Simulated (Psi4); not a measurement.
CH5AlOS, singlet, geometry from GFN2-xTB (such geometries of metal compounds can be far from the true shape); MP2/def2-TZVPPD in Psi4.

Input for Psi4:
```
memory 2 GB

molecule mol {
0 1
  Al   -0.098732   -0.240398    0.669891
  H    -0.312539   -0.910792    2.014394
  O    -0.014464   -1.206805   -0.652905
  C     0.047537   -2.079841   -1.747747
  H     0.107354   -1.507885   -2.675494
  H     0.929834   -2.717182   -1.661904
  H    -0.845465   -2.707543   -1.770196
  S     0.081667    1.941356    0.575116
  H    -0.071847    2.040360    1.892484
}

set basis def2-tzvppd
set reference rhf
set freeze_core true

energy('mp2')
print_variables()
```

What the program printed (banner, timings and long lists left out):

```
    SCF Algorithm Type (re)set to DF.

   => Loading Basis Set <=

    Name: DEF2-TZVPPD
    Role: ORBITAL
    Keyword: BASIS

         ---------------------------------------------------------
                                   SCF
               by Justin Turney, Rob Parrish, Andy Simmonett
                          and Daniel G. A. Smith
                              RHF Reference
         ---------------------------------------------------------

  ==> Geometry <==

    Molecular point group: c1
    Full point group: C1

    Geometry (in Angstrom), charge = 0, multiplicity = 1:

       Center              X                  Y                   Z               Mass
    ------------   -----------------  -----------------  -----------------  -----------------
         AL          -0.099732621667    -0.299901405183     0.639144708237    26.981538530000
         H           -0.313539621667    -0.970295405183     1.983647708237     1.007825032230
         O           -0.015464621667    -1.266308405183    -0.683651291763    15.994914619570
         C            0.046536378333    -2.139344405183    -1.778493291763    12.000000000000
         H            0.106353378333    -1.567388405183    -2.706240291763     1.007825032230
         H            0.928833378333    -2.776685405183    -1.692650291763     1.007825032230
         H           -0.846465621667    -2.767046405183    -1.800942291763     1.007825032230
         S            0.080666378333     1.881852594817     0.544369708237    31.972071174400
         H           -0.072847621667     1.980856594817     1.861737708237     1.007825032230

  Running in c1 symmetry.

  Rotational constants: A =      0.51238  B =      0.06088  C =      0.05498 [cm^-1]
  Rotational constants: A =  15360.78773  B =   1825.00114  C =   1648.16073 [MHz]
  Nuclear repulsion =  194.034461479456667

  Charge       = 0
  Multiplicity = 1
  Electrons    = 48
  Nalpha       = 24
  Nbeta        = 24

  ==> Algorithm <==

  SCF Algorithm Type is DF.
  DIIS enabled.
  MOM disabled.
  Fractional occupation disabled.
  Guess Type is SAD.
  Energy threshold   = 1.00e-08
  Density threshold  = 1.00e-08
  Integral threshold = 1.00e-12

  ==> Primary Basis <==

  Basis Set: DEF2-TZVPPD
    Blend: DEF2-TZVPPD
    Number of shells: 95
    Number of basis functions: 261
    Number of Cartesian functions: 292
    Spherical Harmonics?: true
    Max angular momentum: 3

   => Loading Basis Set <=

    Name: (DEF2-TZVPPD AUX)
    Role: JKFIT
    Keyword: DF_BASIS_SCF

  ==> Integral Setup <==

  SCF_SUBTYPE=INCORE selected. In-core MEM_DF algorithm will be used.
  Using in-core AOs.

  ==> MemDFJK: Density-Fitted J/K Matrices <==

    J tasked:                   Yes
    K tasked:                   Yes
    wK tasked:                   No
    Algorithm:                 Core
    Schwarz Cutoff:           1E-12
    Mask sparsity (%):       8.4908
    Fitting Condition:        1E-10

   => Auxiliary Basis Set <=

  Basis Set: (DEF2-TZVPPD AUX)
    Blend: DEF2-UNIVERSAL-JKFIT
    Number of shells: 156
    Number of basis functions: 498
    Number of Cartesian functions: 592
    Spherical Harmonics?: true
    Max angular momentum: 4

  Minimum eigenvalue in the overlap matrix is 1.7601846715E-05.
  Reciprocal condition number of the overlap matrix is 1.6628582391E-06.
    Using symmetric orthogonalization.

  ==> Pre-Iterations <==

  SCF Guess: Superposition of Atomic Densities via on-the-fly atomic UHF (no occupation information).

   -------------------------
    Irrep   Nso     Nmo
   -------------------------
     A        261     261
   -------------------------
    Total     261     261
   -------------------------

  ==> Iterations <==

                           Total Energy        Delta E     RMS |[F,P]|

   @DF-RHF iter SAD:  -754.22649508162863   -7.54226e+02   0.00000e+00
   @DF-RHF iter   1:  -755.11984257527627   -8.93347e-01   2.10593e-03 DIIS/ADIIS
   @DF-RHF iter   2:  -755.20623522678613   -8.63927e-02   1.31898e-03 DIIS/ADIIS
   @DF-RHF iter   3:  -755.24655576731823   -4.03205e-02   2.04199e-04 DIIS/ADIIS
   @DF-RHF iter   4:  -755.24832717662355   -1.77141e-03   6.04841e-05 DIIS
   @DF-RHF iter   5:  -755.24857663241494   -2.49456e-04   1.47870e-05 DIIS
   @DF-RHF iter   6:  -755.24859848422432   -2.18518e-05   4.54021e-06 DIIS
   @DF-RHF iter   7:  -755.24860084444822   -2.36022e-06   1.18782e-06 DIIS
   @DF-RHF iter   8:  -755.24860098472004   -1.40272e-07   3.07481e-07 DIIS
   @DF-RHF iter   9:  -755.24860099389844   -9.17839e-09   7.43292e-08 DIIS
   @DF-RHF iter  10:  -755.24860099451257   -6.14136e-10   2.41297e-08 DIIS
   @DF-RHF iter  11:  -755.24860099458203   -6.94627e-11   8.34115e-09 DIIS
  Energy and wave function converged.

  ==> Post-Iterations <==

    Orbital Energies [Eh]
    ---------------------

    Doubly Occupied:

[...]
    Virtual:

[...]
    Final Occupation by Irrep:
              A
    DOCC [    24 ]
    NA   [    24 ]
    NB   [    24 ]

  @DF-RHF Final Energy:  -755.24860099458203

   => Energetics <=

    Nuclear Repulsion Energy =            194.0344614794566667
    One-Electron Energy =               -1431.6932459233657937
    Two-Electron Energy =                 482.4101834493270644
    Total Energy =                       -755.2486009945820342

Computation Completed

Properties will be evaluated at   0.000000,   0.000000,   0.000000 [a0]

Properties computed using the SCF density matrix

 Multipole Moments:

 ------------------------------------------------------------------------------------
     Multipole            Electronic (a.u.)      Nuclear  (a.u.)        Total (a.u.)
 ------------------------------------------------------------------------------------

 L = 1.  Multiply by 2.5417464519 to convert [e a0] to [Debye]
 Dipole X            :          0.0588555           -0.0907576           -0.0319021
 Dipole Y            :          4.8111556           -5.3973780           -0.5862225
 Dipole Z            :          2.6722417           -2.7888975           -0.1166558
 Magnitude           :                                                    0.5985675

 ------------------------------------------------------------------------------------

  //>>>>>>>>>>>>>>>>>>>>>>>>>>>>>>>>>>>//
  //               DFMP2               //
  //<<<<<<<<<<<<<<<<<<<<<<<<<<<<<<<<<<<//

   => Loading Basis Set <=

    Name: (DEF2-TZVPPD AUX)
    Role: RIFIT
    Keyword: DF_BASIS_MP2

	 --------------------------------------------------------
	                          DF-MP2
	      2nd-Order Density-Fitted Moller-Plesset Theory

	        Rob Parrish, Justin Turney, Andy Simmonett,
	           Ed Hohenstein, and C. David Sherrill
	 --------------------------------------------------------

   => Auxiliary Basis Set <=

  Basis Set: (DEF2-TZVPPD AUX)
    Blend: DEF2-TZVPPD-RI
    Number of shells: 191
    Number of basis functions: 657
    Number of Cartesian functions: 809
    Spherical Harmonics?: true
    Max angular momentum: 4

	 --------------------------------------------------------
	                 NBF =   261, NAUX =   657
	 --------------------------------------------------------
	   CLASS    FOCC     OCC    AOCC    AVIR     VIR    FVIR
	   PAIRS      12      24      12     237     237       0
	 --------------------------------------------------------

	-----------------------------------------------------------
	 ==================> DF-MP2 Energies <====================
	-----------------------------------------------------------
	 Reference Energy          =    -755.2486009945820342 [Eh]
	 Singles Energy            =      -0.0000000000000000 [Eh]
	 Same-Spin Energy          =      -0.1517824748755954 [Eh]
	 Opposite-Spin Energy      =      -0.5164248909217753 [Eh]
	 Correlation Energy        =      -0.6682073657973707 [Eh]
	 Total Energy              =    -755.9168083603793775 [Eh]
	-----------------------------------------------------------
	 ================> DF-SCS-MP2 Energies <==================
	-----------------------------------------------------------
	 SCS Same-Spin Scale       =       0.3333333333333333 [-]
	 SCS Opposite-Spin Scale   =       1.2000000000000000 [-]
	 SCS Same-Spin Energy      =      -0.0505941582918651 [Eh]
	 SCS Opposite-Spin Energy  =      -0.6197098691061304 [Eh]
	 SCS Correlation Energy    =      -0.6703040273979954 [Eh]
	 SCS Total Energy          =    -755.9189050219799810 [Eh]
	-----------------------------------------------------------

  Variable Map:
  ----------------------------------------------------------------------------
[...]
  Array Variable Map:
  ----------------------------------------------------------------------------
[...]
[...]
```
